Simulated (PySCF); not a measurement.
**How methods differ on the ionisation energy of In²⁺**

In²⁺ [Kr] 4d10 5s1 (2S) → In³⁺ [Kr] 4d10 (1S), as a difference of total energies. All numbers are calculated (PySCF 2.14, a scalar-relativistic core potential, in def2-TZVPPD with the def2 core potential (28 electrons)). Correlated levels: valence and next inner shell: nothing frozen outside the core potential. The calculations carry no spin-orbit coupling.

```
                                method  ionisation energy (eV)
                                   UHF                  26.626
    MP2 (valence and next inner shell)                  27.815
SCS-MP2 (valence and next inner shell)                  27.628
   CCSD (valence and next inner shell)                  27.736
CCSD(T) (valence and next inner shell)                  27.774
```

Errors of the correlated levels include the incompleteness of this basis.

Problem. Which method comes closest to the reference value, and which is furthest?

Solution. The reference is 28.044 eV (measured; NIST Atomic Spectra Database, ionization energies). Closest: MP2 (valence and next inner shell) (error -0.229 eV); furthest: UHF (error -1.418 eV).
